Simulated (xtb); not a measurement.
C2HO (SMILES [CH]=C=O), doublet, from a rough starting geometry; xtb with GFN2-xTB.

xtb was given this input:
```
$ xtb mol.xyz --gfn 2 --uhf 1 --opt vtight --json

# file mol.xyz
4

C      0.00898726     0.22698917    -0.78728611
C     -0.00388605     0.19663120     0.50152860
H      0.02708367    -0.72312924    -1.36497320
O     -0.04788964     0.21759544     1.75235619
```

Output, abridged:

```
   ID    Z sym.   atoms
    1    6 C      1, 2
    2    1 H      3
    3    8 O      4

           -------------------------------------------------
          |                Calculation Setup                |
           -------------------------------------------------

           -------------------------------------------------
          |                 G F N 2 - x T B                 |
           -------------------------------------------------

          ...................................................
          :                      SETUP                      :
          :.................................................:
          :  # basis functions                  13          :
          :  # atomic orbitals                  13          :
          :  # shells                            7          :
          :  # electrons                        15          :
          :  max. iterations                   250          :
          :  Hamiltonian                  GFN2-xTB          :
          :  restarted?                      false          :
          :  GBSA solvation                  false          :
          :  PC potential                    false          :
          :  electronic temp.          300.0000000     K    :
          :  accuracy                    1.0000000          :
          :  -> integral cutoff          0.2500000E+02      :
          :  -> integral neglect         0.1000000E-07      :
          :  -> SCF convergence          0.1000000E-05 Eh   :
          :  -> wf. convergence          0.1000000E-03 e    :
          :  Broyden damping             0.4000000          :
          :  net charge                          0          :
          :  unpaired electrons                  1          :
          ...................................................

 iter      E             dE          RMSdq      gap      omega  full diag
   1     -8.7797708 -0.877977E+01  0.967E+00    4.98       0.0  T
   2     -8.7808483 -0.107751E-02  0.568E+00    4.25       1.0  T
   3     -8.7502225  0.306258E-01  0.445E+00    5.11       1.0  T
   4     -8.8076071 -0.573846E-01  0.967E-01    4.49       1.0  T
   5     -8.8099750 -0.236788E-02  0.261E-01    4.47       1.0  T
   6     -8.8099901 -0.151350E-04  0.189E-01    4.46       1.0  T
   7     -8.8099948 -0.469531E-05  0.269E-02    4.45       1.9  T
   8     -8.8099950 -0.207930E-06  0.615E-03    4.45       8.1  T
   9     -8.8099951 -0.650920E-07  0.368E-03    4.45      13.6  T
  10     -8.8099951 -0.133955E-07  0.235E-04    4.45     212.7  T
  11     -8.8099951  0.765965E-11  0.191E-04    4.45     262.3  T

   *** convergence criteria satisfied after 11 iterations ***

         :::::::::::::::::::::::::::::::::::::::::::::::::::::
         ::                     SUMMARY                     ::
         :::::::::::::::::::::::::::::::::::::::::::::::::::::
         :: total energy              -8.705841413486 Eh    ::
         :: gradient norm              0.158885660289 Eh/a0 ::
         :: HOMO-LUMO gap              4.454099910065 eV    ::
         ::.................................................::
         :: SCC energy                -8.809995114638 Eh    ::
         :: -> isotropic ES            0.013972453298 Eh    ::
         :: -> anisotropic ES          0.000806817243 Eh    ::
         :: -> anisotropic XC          0.007295285370 Eh    ::
         :: -> dispersion             -0.001066694032 Eh    ::
         :: repulsion energy           0.104153701152 Eh    ::
         :: add. restraining           0.000000000000 Eh    ::
         :: total charge              -0.000000000000 e     ::
         :::::::::::::::::::::::::::::::::::::::::::::::::::::

      -----------------------------------------------------------
     |                   =====================                   |
     |                        A N C O P T                        |
     |                   =====================                   |
[...]
 * total energy  :    -8.7275631 Eh     change       -0.2062561E-03 Eh
 * total energy  :    -8.7277905 Eh     change       -0.2274357E-03 Eh
 * total energy  :    -8.7282084 Eh     change       -0.4179104E-03 Eh
 * total energy  :    -8.7285911 Eh     change       -0.3826407E-03 Eh
 * total energy  :    -8.7284987 Eh     change        0.9239807E-04 Eh
 * total energy  :    -8.7287522 Eh     change       -0.2535244E-03 Eh
 * total energy  :    -8.7287933 Eh     change       -0.4111762E-04 Eh
 * total energy  :    -8.7288174 Eh     change       -0.2410158E-04 Eh
 * total energy  :    -8.7288182 Eh     change       -0.7974458E-06 Eh
 * total energy  :    -8.7288184 Eh     change       -0.1946766E-06 Eh
 * total energy  :    -8.7288185 Eh     change       -0.1062962E-06 Eh
 * total energy  :    -8.7288185 Eh     change       -0.3371302E-07 Eh
   *** GEOMETRY OPTIMIZATION CONVERGED AFTER 20 ITERATIONS ***
         :: total energy              -8.728818538031 Eh    ::
[...]
         :: -> isotropic ES            0.014047561288 Eh    ::
         :: -> anisotropic ES          0.000908993754 Eh    ::
         :: -> anisotropic XC          0.007243082172 Eh    ::
         :: -> dispersion             -0.001064056007 Eh    ::
         :: repulsion energy           0.152156064494 Eh    ::
         :: add. restraining           0.000000000000 Eh    ::
         :: total charge              -0.000000000000 e     ::
         :::::::::::::::::::::::::::::::::::::::::::::::::::::

           -------------------------------------------------
          |                Property Printout                |
           -------------------------------------------------

    * Orbital Energies and Occupations

         #    Occupation            Energy/Eh            Energy/eV
      -------------------------------------------------------------
         1        2.0000           -0.7416238             -20.1806
         2        2.0000           -0.6583939             -17.9158
         3        2.0000           -0.5828623             -15.8605
         4        2.0000           -0.5672108             -15.4346
         5        2.0000           -0.5671916             -15.4341
         6        2.0000           -0.5305092             -14.4359
         7        1.5057           -0.4084530             -11.1146
         8        1.4943           -0.4084097             -11.1134 (HOMO)
         9                         -0.1649585              -4.4887 (LUMO)
        10                         -0.1645553              -4.4778
        11                          0.0701201               1.9081
        12                          0.4988593              13.5747
        13                          1.3602109              37.0132
      -------------------------------------------------------------
                  HL-Gap            0.2434512 Eh            6.6246 eV
             Fermi-level           -0.3475578 Eh           -9.4575 eV

     #   Z          covCN         q      C6AA      α(0)
     1   6 C        1.909    -0.122    34.507     9.487
     2   6 C        1.836     0.239    25.607     8.175
     3   1 H        0.928     0.118     1.633     1.998
     4   8 O        0.856    -0.234    18.639     5.788

 Mol. C6AA /au·bohr⁶  :        271.420214
 Mol. C8AA /au·bohr⁸  :       6787.832014
 Mol. α(0) /au        :         25.448654

Wiberg/Mayer (AO) data.
largest (>0.10) Wiberg bond orders for each atom

 ---------------------------------------------------------------------------
     #   Z sym  total        # sym  WBO       # sym  WBO       # sym  WBO
 ---------------------------------------------------------------------------
     1   6 C    3.184 --     2 C    1.992     3 H    0.968     4 O    0.224
     2   6 C    3.834 --     1 C    1.992     4 O    1.834
     3   1 H    0.986 --     1 C    0.968
     4   8 O    2.067 --     2 C    1.834     1 C    0.224
 ---------------------------------------------------------------------------

Topologies differ in total number of bonds
Writing topology from bond orders to xtbtopo.mol

molecular dipole:
                 x           y           z       tot (Debye)
 q only:        0.035      -0.176      -0.722
   full:        0.051      -0.217      -0.891       2.335
molecular quadrupole (traceless):
                xx          xy          yy          xz          yz          zz
 q only:        0.675       0.005       0.587       0.032      -0.416      -1.262
  q+dip:       -0.126      -0.028      -0.079      -0.099       0.155       0.205
   full:        0.953      -0.002       0.836       0.006      -0.600      -1.789

optimized geometry written to: xtbopt.xyz

           -------------------------------------------------
          | TOTAL ENERGY               -8.728818538031 Eh   |
          | GRADIENT NORM               0.000744299626 Eh/α |
          | HOMO-LUMO GAP               6.624644833297 eV   |
           -------------------------------------------------

normal termination of xtb
```
